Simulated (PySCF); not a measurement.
**Radial density of Os⁺ (osmium, charge +1)**

UHF, [Xe] 4f14 5d6 6s1, high-spin 6D determinant. Calculation: PySCF 2.14, in cc-pVTZ-PP with ECP60MDF (5s5p4d2f1g, 63 functions); scalar relativity through the core potential. This is the valence pseudo-density: the core potential removes the inner electrons and smooths the orbitals near the nucleus.

```
r (bohr)  4πr²ρ (e/bohr)  4πr²(ρα − ρβ)
   0.134       1.800e-05         0.0000
   0.225       0.0007193         0.0001
   0.379         0.07478         0.0070
   0.638           3.929         0.3085
    1.07           12.90         2.2898
    1.80           5.147         2.5001
    3.04          0.9563         0.7289
    5.11         0.05422         0.0467
    8.59       0.0004899         0.0005
```

Energies and moments cover only the electrons outside the core potential. Spin-orbit coupling, absent here, splits the open shell strongly.
